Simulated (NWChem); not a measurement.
All runs are NWChem calculations. System: CHCl₂, charge 0, spin multiplicity 2, at a geometry optimised with UPBE0/def2-SVP. The structure started from a generated list of species. Its SCF solution wasn't tested for a lower state. Level: UHF/def2-TZVP.

The NWChem input:

```
start mol
memory heap 200 mb stack 900 mb global 1100 mb
geometry units angstroms nocenter noautoz
  Cl     0.169072    -0.023894     1.470293
  C     -0.668668     0.148477     0.000000
  Cl     0.169072    -0.023894    -1.470293
  H     -1.736423    -0.078460     0.000000
  symmetry group Cs
end
basis spherical
  * library def2-tzvp
end
scf
  uhf
  nopen 1
  maxiter 100
  thresh 1e-7
  semidirect memsize 60000000 filesize 0
  # guess.movecs holds the orbitals of an unrestricted PBE0 run
  vectors input guess.movecs output mol.movecs
end
task scf energy
```

Output (cleaned and shortened):

```
             Northwest Computational Chemistry Package (NWChem) 7.3.0
             --------------------------------------------------------

                                NWChem Input Module
                                -------------------

 Scaling coordinates for geometry "geometry" by  1.889725989
 (inverse scale =  0.529177249)

 Turning off AUTOSYM since
 SYMMETRY directive was detected!

                             Geometry "geometry" -> ""
                             -------------------------

 Output coordinates in angstroms (scale by  1.889725989 to convert to a.u.)

  No.       Tag          Charge          X              Y              Z
 ---- ---------------- ---------- -------------- -------------- --------------
    1 Cl                  17.0000     0.16907200    -0.02389400     1.47029300
    2 C                    6.0000    -0.66866800     0.14847700     0.00000000
    3 Cl                  17.0000     0.16907200    -0.02389400    -1.47029300
    4 H                    1.0000    -1.73642300    -0.07846000     0.00000000

 Effective nuclear repulsion energy (a.u.)     125.8548506201

            Nuclear Dipole moment (a.u.)
            ----------------------------
        X                 Y               Z
 ---------------- ---------------- ----------------
     0.0000321253     0.0000113384     0.0000000000

      Symmetry information
      --------------------

 Group name             Cs
 Group number              2
 Group order               2
 No. of unique centers     3

      Symmetry unique atoms

     1    2    4


 Summary of "ao basis" -> "" (spherical)
 ------------------------------------------------------------------------------
       Tag                 Description            Shells   Functions and Types
 ---------------- ------------------------------  ------  ---------------------
 *                         def2-tzvp                  on all atoms

 Summary of "ao basis" -> "ao basis" (spherical)
 ------------------------------------------------------------------------------
       Tag                 Description            Shells   Functions and Types
 ---------------- ------------------------------  ------  ---------------------
 Cl                        def2-tzvp                13       37   5s5p2d1f
 C                         def2-tzvp                11       31   5s3p2d1f
 H                         def2-tzvp                 4        6   3s1p

                                 NWChem SCF Module
                                 -----------------

  ao basis        = "ao basis"
  functions       =   111
  atoms           =     4
  alpha electrons =    21
  beta  electrons =    20
  charge          =   0.00
  wavefunction    = UHF
  use symmetry    = T
  symmetry adapt  = T

 Summary of "ao basis" -> "ao basis" (spherical)
 ------------------------------------------------------------------------------
       Tag                 Description            Shells   Functions and Types
 ---------------- ------------------------------  ------  ---------------------
 Cl                        def2-tzvp                13       37   5s5p2d1f
 C                         def2-tzvp                11       31   5s3p2d1f
 H                         def2-tzvp                 4        6   3s1p

      Symmetry analysis of basis
      --------------------------

        a'         63
        a"         48

 Forming initial guess at       0.1s

   Symmetry analysis of molecular orbitals - initial alpha
   -------------------------------------------------------
[...]
              MO Center=  1.2D-01, -4.2D-02,  6.4D-14, r^2= 3.3D+00
   Bfn.  Coefficient  Atom+Function         Bfn.  Coefficient  Atom+Function
  ----- ------------  ---------------      ----- ------------  ---------------
    16      0.301668  1 Cl py                84     -0.301668  3 Cl py
    15      0.207587  1 Cl px                83     -0.207587  3 Cl px
    19      0.196947  1 Cl py                87     -0.196947  3 Cl py
    17     -0.151643  1 Cl pz                85     -0.151643  3 Cl pz

 Vector   20  Occ=1.000000D+00  E=-4.617994D-01  Symmetry=a"
              MO Center=  1.2D-01,  3.5D-03, -1.7D-13, r^2= 3.4D+00
   Bfn.  Coefficient  Atom+Function         Bfn.  Coefficient  Atom+Function
  ----- ------------  ---------------      ----- ------------  ---------------
    16      0.247090  1 Cl py                84     -0.247090  3 Cl py
    17      0.243019  1 Cl pz                85      0.243019  3 Cl pz
    15     -0.204869  1 Cl px                83      0.204869  3 Cl px
    19      0.162394  1 Cl py                87     -0.162394  3 Cl py
    20      0.156377  1 Cl pz                88      0.156377  3 Cl pz

 Vector   21  Occ=0.000000D+00  E= 9.069624D-02  Symmetry=a'
              MO Center= -5.6D-01,  3.1D-01, -3.6D-12, r^2= 2.7D+00
   Bfn.  Coefficient  Atom+Function         Bfn.  Coefficient  Atom+Function
  ----- ------------  ---------------      ----- ------------  ---------------
    50      0.735998  2 C  py                19     -0.359133  1 Cl py
    87     -0.359133  3 Cl py                42      0.320283  2 C  s
    44      0.287317  2 C  py                47      0.251750  2 C  py

 Vector   22  Occ=0.000000D+00  E= 1.581646D-01  Symmetry=a'
              MO Center= -1.5D+00, -1.1D-01, -4.3D-14, r^2= 4.5D+00
   Bfn.  Coefficient  Atom+Function         Bfn.  Coefficient  Atom+Function
  ----- ------------  ---------------      ----- ------------  ---------------
   108      2.747803  4 H  s                 42     -2.006464  2 C  s
    49      0.955607  2 C  px                41     -0.673368  2 C  s
   107     -0.381632  4 H  s                 50      0.353297  2 C  py
    18     -0.303630  1 Cl px                86     -0.303630  3 Cl px
     5      0.296232  1 Cl s                 73      0.296232  3 Cl s

 Vector   23  Occ=0.000000D+00  E= 2.023265D-01  Symmetry=a'
              MO Center= -4.3D-01, -1.5D-01, -3.8D-14, r^2= 6.3D+00
   Bfn.  Coefficient  Atom+Function         Bfn.  Coefficient  Atom+Function
  ----- ------------  ---------------      ----- ------------  ---------------
   108      2.104178  4 H  s                 49      1.766697  2 C  px
     5     -1.150941  1 Cl s                 73     -1.150941  3 Cl s
    20      0.952082  1 Cl pz                88     -0.952082  3 Cl pz
    41      0.651225  2 C  s                 42      0.369192  2 C  s
   107     -0.364162  4 H  s                 46      0.262522  2 C  px

 center of mass
 --------------
 x =   0.04671555 y =   0.00071899 z =   0.00000000

 moments of inertia (a.u.)
 ------------------
         541.013721707946           4.775908985679           0.000000000000
           4.775908985679         576.874344142322           0.000000000000
           0.000000000000           0.000000000000          38.079440587916

  Mulliken analysis of the total density
  --------------------------------------

    Atom       Charge   Shell Charges
 -----------   ------   -------------------------------------------------------
    1 Cl  17    17.05   2.01  0.45  1.52  1.09  0.83  4.18  1.69  1.07  2.79  1.34  0.02  0.05  0.01
    2 C    6     6.06   0.85  1.12  0.48  0.71  0.05  1.14  1.35  0.19  0.02  0.12  0.01
    3 Cl  17    17.05   2.01  0.45  1.52  1.09  0.83  4.18  1.69  1.07  2.79  1.34  0.02  0.05  0.01
    4 H    1     0.83   0.26  0.48  0.08  0.02

  Mulliken analysis of the alpha density
  --------------------------------------

    Atom       Charge   Shell Charges
 -----------   ------   -------------------------------------------------------
    1 Cl  17     8.53   1.01  0.22  0.76  0.55  0.41  2.09  0.84  0.54  1.39  0.66  0.01  0.03  0.00
    2 C    6     3.55   0.43  0.56  0.27  0.39  0.03  0.77  0.90  0.13  0.01  0.06  0.00
    3 Cl  17     8.53   1.01  0.22  0.76  0.55  0.41  2.09  0.84  0.54  1.39  0.66  0.01  0.03  0.00
    4 H    1     0.38   0.12  0.22  0.03  0.01

   Mulliken analysis of the beta density
   -------------------------------------

    Atom       Charge   Shell Charges
 -----------   ------   -------------------------------------------------------
    1 Cl  17     8.52   1.01  0.22  0.76  0.55  0.42  2.09  0.85  0.53  1.40  0.68  0.01  0.02  0.00
    2 C    6     2.50   0.43  0.56  0.21  0.32  0.02  0.37  0.45  0.06  0.01  0.06  0.01
    3 Cl  17     8.52   1.01  0.22  0.76  0.55  0.42  2.09  0.85  0.53  1.40  0.68  0.01  0.02  0.00
    4 H    1     0.45   0.14  0.26  0.05  0.01

   Mulliken analysis of the spin density
   -------------------------------------

    Atom       Charge   Shell Charges
 -----------   ------   -------------------------------------------------------
    1 Cl  17     0.01   0.00  0.00 -0.00  0.00 -0.00  0.00 -0.00  0.01 -0.00 -0.01  0.00  0.01  0.00
    2 C    6     1.05   0.00 -0.00  0.06  0.07  0.01  0.40  0.45  0.08 -0.00 -0.00 -0.00
    3 Cl  17     0.01   0.00  0.00 -0.00  0.00 -0.00  0.00 -0.00  0.01 -0.00 -0.01  0.00  0.01  0.00
    4 H    1    -0.07  -0.01 -0.04 -0.02  0.00

       Multipole analysis of the density wrt the origin
       ------------------------------------------------

     L   x y z        total         alpha         beta         nuclear
     -   - - -        -----         -----         ----         -------
     0   0 0 0     -0.000000    -21.000000    -20.000000     41.000000

     1   1 0 0     -0.451508      0.278968     -0.730508      0.000032
     1   0 1 0     -0.057440     -0.301797      0.244346      0.000011
     1   0 0 1     -0.000000     -0.000000      0.000000      0.000000

     2   2 0 0    -21.577472    -23.642435    -21.753207     23.818170
     2   1 1 0      0.150937      1.587999      0.694165     -2.131228
     2   1 0 1      0.000000      0.000000     -0.000000      0.000000
     2   0 2 0    -23.752196    -13.242667    -11.073185      0.563656
     2   0 1 1     -0.000000     -0.000000     -0.000000      0.000000
     2   0 0 2    -23.581679   -144.107245   -141.947272    262.472838

 Task  times  cpu:        5.5s     wall:        5.5s

 Total times  cpu:        5.6s     wall:        5.6s
```
